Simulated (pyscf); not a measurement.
# HO–SiH₂–F, singlet

Gas-phase minimum from PySCF at ωB97X-D3(BJ)/def2-SVP, one conformer. 

SMILES: O[SiH2]F
```xyz
6

O      0.9935    -0.5414    -0.8623
Si     0.1915     0.6349    -0.0281
F     -0.9089     1.3571    -0.9819
H      0.5108    -1.3340    -1.1174
H     -0.5655     0.0754     1.1219
H      1.2007     1.6385     0.3692
```
Charge 0, spin multiplicity 1.

Bonds (Å): O1–Si2 1.650, O1–H4 0.962, Si2–F3 1.625, Si2–H5 1.486, Si2–H6 1.478. Bond angles (°): Si2–O1–H4 118.5, O1–Si2–F3 110.4, O1–Si2–H5 111.7, O1–Si2–H6 106.7, F3–Si2–H5 106.1, F3–Si2–H6 108.6, H5–Si2–H6 113.3.

Properties at ωB97X-D3(BJ)/def2-SVP:

```json
{
  "harmonic_wavenumbers_unscaled": "249, 346, 645, 769, 829, 871, 924, 982, 1009, 2286, 2336, 3941 cm⁻¹",
  "zero_point_energy": "21.7 kcal/mol",
  "rotational_symmetry_number": "1",
  "Entropy of this conformer at 298 K and 1 atm, rigid rotor and harmonic oscillator, modes under 100 cm⁻¹ raised to 100": "275.9 J/(mol K)",
  "dipole_moment": "1.65 D"
}
```

Single-point totals, which compare only within one level (frozen core for MP2 and CC):

```json
[
 {"level": "ωB97X-D3(BJ)/def2-TZVP", "total energy (hartree)": "-466.60495"},
 {"level": "PBE/def2-TZVP", "total energy (hartree)": "-466.23108"},
 {"level": "r²SCAN/def2-TZVP", "total energy (hartree)": "-466.45804"},
 {"level": "B3LYP-D3(BJ)/def2-TZVP", "total energy (hartree)": "-466.59366"},
 {"level": "PBE0-D3(BJ)/def2-TZVP", "total energy (hartree)": "-466.26334"},
 {"level": "M06-2X/def2-TZVP", "total energy (hartree)": "-466.47969"},
 {"level": "ωB97M-D3(BJ)/def2-TZVP", "total energy (hartree)": "-466.63689"},
 {"level": "HF/def2-TZVPP", "total energy (hartree)": "-465.19226"},
 {"level": "MP2/def2-TZVPP", "total energy (hartree)": "-465.81002"},
 {"level": "CCSD/def2-TZVPP", "total energy (hartree)": "-465.82665"},
 {"level": "CCSD(T)/def2-TZVPP", "total energy (hartree)": "-465.84571"}
]
```

The CCSD(T) − MP2 part came from Ansatz, without density fitting, on the same reference.
